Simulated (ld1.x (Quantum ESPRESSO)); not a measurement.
## Before and after: PAW potential for Ag

* Element: silver
* Generator: ld1.x (Quantum ESPRESSO) 7.5
* Type: PAW
* Functional: PBE
* Relativity: scalar-relativistic
* Frozen core: [Kr]
* Valence charge: 11
* Reference configuration: 4d9 5s2 5p0
* Partial waves: 5s (bound): rcut 1.90, rcutus 2.10 bohr; 5s channel at 0.65 Ry: rcut 1.90, rcutus 2.10 bohr; 5p (bound, empty): rcut 2.80, rcutus 3.00 bohr; 5p channel at 2.1 Ry: rcut 2.80, rcutus 3.00 bohr; 4d (bound): rcut 1.35, rcutus 1.50 bohr; 4d channel at 1 Ry: rcut 1.35, rcutus 1.50 bohr
* Local potential: all-electron potential smoothed inside 2.30 bohr (lloc = -1)
* Core correction: Bessel-smoothed model core inside 0.75 bohr
* Augmentation charge: BESSEL, radius 1.55 bohr

Change: all radii but the core radius scaled by about 1.40 (s 2.94, p 4.20, d 2.10 bohr, rcut 2.66/3.92/1.90); local potential all-electron potential smoothed inside 3.22 bohr (lloc = -1); augmentation BESSEL, radius 2.18 bohr.

Cutoffs: the cutoffs (Ry, on a coarse ladder) from which the occupation-weighted sum of valence levels, in a spherical-Bessel basis at the reference potential, stays within 10 and 1 mRy of its value at 400 Ry; they do not see the model core or the augmentation charge, which bear on the density cutoff. Errors are all-electron minus pseudo energies relative to the spin-unpolarised reference configuration.

**Question.** Predict the effect on cutoff, ghosts and configuration errors.

**Answer.** The potential gets softer (50 Ry and 90 Ry → 25 Ry and 40 Ry); the number of tests that count goes from 7 to 6; of the 6 tests that both files solve, the error grows in 4 and shrinks in 0 by more than 15 % and 0.3 meV (median size 26.5 → 29.4 meV); neither file shows a bound ghost at the reference potential, the only one tested. A larger radius leaves more room for a smooth pseudo-wave, so fewer plane waves are needed. More of the atom is replaced by a form fitted at one configuration, so other configurations suffer.

| quantity | base | changed |
| --- | --- | --- |
| cutoff, loose | 50 Ry | 25 Ry |
| cutoff, tight | 90 Ry | 40 Ry |
| loose cutoff by channel (10 mRy a level) | s 6 Ry, d 40 Ry | s 6 Ry, d 18 Ry |
| bound ghosts | none | none |
| tests counted (converged, no solver errors) | 7 of 7 | 6 of 7 |
| error for 4d10 5s1 5p0, meV [ΔE -4.08 eV] | -43 | -44 |
| error for 4d10 5s0 5p0, meV [ΔE 3.68 eV] | -59 | -73 |
| error for 4d9 5s0 5p0, meV [ΔE 25.79 eV] | -9.7 | -15 |
| error for 4d9 5s1 5p1, meV [ΔE 4.50 eV] | -1.4 | -1.3 |
| error for 4d10 5s0 5p1, meV [ΔE -0.21 eV] | -53 | -65 |
| error for 4d9 5s1 5p0, meV [ΔE 9.07 eV] | -2.5 | -3.3 |
| lowest overlap eigenvalue by channel | s 0.51, p 0.57, d 0.99 | s 0.38, p 0.84, d 0.13 |

Changed file: Tests not counted: 4d7 5s0 5p0 (solver errors, printed error -497 eV).
